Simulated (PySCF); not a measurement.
p-xylene (C8H10), SMILES c1c(C)ccc(C)c1.

Geometry optimised at PBE0-D3(BJ)/def2-SVP.

Level of theory: PBE0-D3(BJ)/def2-SVP run with PySCF.

Frequencies are harmonic and unscaled.

A small imaginary wavenumber (i) marks a very flat motion, where grid noise or a shallow saddle decides the sign.

Computed normal modes with their intensities:
```json
[
 {"mode": "1", "ν (cm⁻¹)": "25i", "IR (km/mol)": "0.9", "moving atoms (share of kinetic energy)": "H 94 %"},
 {"mode": "2", "ν (cm⁻¹)": "25", "IR (km/mol)": "0.0", "moving atoms (share of kinetic energy)": "H 100 %"},
 {"mode": "3", "ν (cm⁻¹)": "137", "IR (km/mol)": "2.1", "moving atoms (share of kinetic energy)": "C 72 %, H 28 %"},
 {"mode": "4", "ν (cm⁻¹)": "290", "IR (km/mol)": "0.7", "moving atoms (share of kinetic energy)": "C 65 %, H 35 %"},
 {"mode": "5", "ν (cm⁻¹)": "312", "IR (km/mol)": "0.0", "moving atoms (share of kinetic energy)": "C 75 %, H 25 %"},
 {"mode": "6", "ν (cm⁻¹)": "388", "IR (km/mol)": "0.0", "moving atoms (share of kinetic energy)": "C 65 %, H 35 %"},
 {"mode": "7", "ν (cm⁻¹)": "421", "IR (km/mol)": "0.0", "moving atoms (share of kinetic energy)": "C 71 %, H 29 %"},
 {"mode": "8", "ν (cm⁻¹)": "465", "IR (km/mol)": "0.3", "moving atoms (share of kinetic energy)": "C 86 %, H 14 %"},
 {"mode": "9", "ν (cm⁻¹)": "503", "IR (km/mol)": "17.3", "moving atoms (share of kinetic energy)": "C 62 %, H 38 %"},
 {"mode": "10", "ν (cm⁻¹)": "657", "IR (km/mol)": "0.0", "moving atoms (share of kinetic energy)": "C 93 %"},
 {"mode": "11", "ν (cm⁻¹)": "729", "IR (km/mol)": "0.1", "moving atoms (share of kinetic energy)": "C 72 %, H 28 %"},
 {"mode": "12", "ν (cm⁻¹)": "747", "IR (km/mol)": "0.0", "moving atoms (share of kinetic energy)": "C 79 %, H 21 %"},
 {"mode": "13", "ν (cm⁻¹)": "816", "IR (km/mol)": "25.7", "moving atoms (share of kinetic energy)": "H 76 %, C 24 %"},
 {"mode": "14", "ν (cm⁻¹)": "854", "IR (km/mol)": "0.7", "moving atoms (share of kinetic energy)": "C 86 %, H 14 %"},
 {"mode": "15", "ν (cm⁻¹)": "859", "IR (km/mol)": "0.0", "moving atoms (share of kinetic energy)": "H 79 %, C 21 %"},
 {"mode": "16", "ν (cm⁻¹)": "967", "IR (km/mol)": "1.8", "moving atoms (share of kinetic energy)": "H 78 %, C 22 %"},
 {"mode": "17", "ν (cm⁻¹)": "983", "IR (km/mol)": "0.4", "moving atoms (share of kinetic energy)": "H 68 %, C 32 %"},
 {"mode": "18", "ν (cm⁻¹)": "997", "IR (km/mol)": "0.0", "moving atoms (share of kinetic energy)": "H 71 %, C 29 %"},
 {"mode": "19", "ν (cm⁻¹)": "1013", "IR (km/mol)": "0.0", "moving atoms (share of kinetic energy)": "H 74 %, C 26 %"},
 {"mode": "20", "ν (cm⁻¹)": "1037", "IR (km/mol)": "0.9", "moving atoms (share of kinetic energy)": "C 66 %, H 34 %"},
 {"mode": "21", "ν (cm⁻¹)": "1050", "IR (km/mol)": "9.9", "moving atoms (share of kinetic energy)": "H 58 %, C 42 %"},
 {"mode": "22", "ν (cm⁻¹)": "1051", "IR (km/mol)": "10.8", "moving atoms (share of kinetic energy)": "H 60 %, C 40 %"},
 {"mode": "23", "ν (cm⁻¹)": "1136", "IR (km/mol)": "9.4", "moving atoms (share of kinetic energy)": "H 82 %, C 18 %"},
 {"mode": "24", "ν (cm⁻¹)": "1196", "IR (km/mol)": "0.0", "moving atoms (share of kinetic energy)": "H 91 %, C 9 %"},
 {"mode": "25", "ν (cm⁻¹)": "1246", "IR (km/mol)": "1.0", "moving atoms (share of kinetic energy)": "H 51 %, C 49 %"},
 {"mode": "26", "ν (cm⁻¹)": "1262", "IR (km/mol)": "0.2", "moving atoms (share of kinetic energy)": "C 82 %, H 18 %"},
 {"mode": "27", "ν (cm⁻¹)": "1320", "IR (km/mol)": "0.0", "moving atoms (share of kinetic energy)": "H 77 %, C 23 %"},
 {"mode": "28", "ν (cm⁻¹)": "1379", "IR (km/mol)": "0.0", "moving atoms (share of kinetic energy)": "C 89 %, H 11 %"},
 {"mode": "29", "ν (cm⁻¹)": "1392", "IR (km/mol)": "0.6", "moving atoms (share of kinetic energy)": "H 75 %, C 25 %"},
 {"mode": "30", "ν (cm⁻¹)": "1394", "IR (km/mol)": "0.5", "moving atoms (share of kinetic energy)": "H 70 %, C 30 %"},
 {"mode": "31", "ν (cm⁻¹)": "1442", "IR (km/mol)": "3.6", "moving atoms (share of kinetic energy)": "H 54 %, C 46 %"},
 {"mode": "32", "ν (cm⁻¹)": "1454", "IR (km/mol)": "0.0", "moving atoms (share of kinetic energy)": "H 95 %"},
 {"mode": "33", "ν (cm⁻¹)": "1458", "IR (km/mol)": "0.1", "moving atoms (share of kinetic energy)": "H 95 %"},
 {"mode": "34", "ν (cm⁻¹)": "1459", "IR (km/mol)": "14.7", "moving atoms (share of kinetic energy)": "H 95 %"},
 {"mode": "35", "ν (cm⁻¹)": "1482", "IR (km/mol)": "17.4", "moving atoms (share of kinetic energy)": "H 59 %, C 41 %"},
 {"mode": "36", "ν (cm⁻¹)": "1570", "IR (km/mol)": "35.9", "moving atoms (share of kinetic energy)": "C 75 %, H 25 %"},
 {"mode": "37", "ν (cm⁻¹)": "1657", "IR (km/mol)": "0.0", "moving atoms (share of kinetic energy)": "C 92 %"},
 {"mode": "38", "ν (cm⁻¹)": "1709", "IR (km/mol)": "0.0", "moving atoms (share of kinetic energy)": "C 93 %"},
 {"mode": "39", "ν (cm⁻¹)": "3051", "IR (km/mol)": "49.1", "moving atoms (share of kinetic energy)": "H 97 %"},
 {"mode": "40", "ν (cm⁻¹)": "3051", "IR (km/mol)": "0.9", "moving atoms (share of kinetic energy)": "H 97 %"},
 {"mode": "41", "ν (cm⁻¹)": "3134", "IR (km/mol)": "2.9", "moving atoms (share of kinetic energy)": "H 91 %, C 9 %"},
 {"mode": "42", "ν (cm⁻¹)": "3134", "IR (km/mol)": "17.4", "moving atoms (share of kinetic energy)": "H 91 %, C 9 %"},
 {"mode": "43", "ν (cm⁻¹)": "3163", "IR (km/mol)": "0.2", "moving atoms (share of kinetic energy)": "H 90 %, C 10 %"},
 {"mode": "44", "ν (cm⁻¹)": "3163", "IR (km/mol)": "17.2", "moving atoms (share of kinetic energy)": "H 90 %, C 10 %"},
 {"mode": "45", "ν (cm⁻¹)": "3187", "IR (km/mol)": "16.6", "moving atoms (share of kinetic energy)": "H 92 %, C 8 %"},
 {"mode": "46", "ν (cm⁻¹)": "3188", "IR (km/mol)": "0.0", "moving atoms (share of kinetic energy)": "H 92 %, C 8 %"},
 {"mode": "47", "ν (cm⁻¹)": "3203", "IR (km/mol)": "28.1", "moving atoms (share of kinetic energy)": "H 91 %, C 9 %"},
 {"mode": "48", "ν (cm⁻¹)": "3206", "IR (km/mol)": "0.0", "moving atoms (share of kinetic energy)": "H 91 %, C 9 %"}
]
```
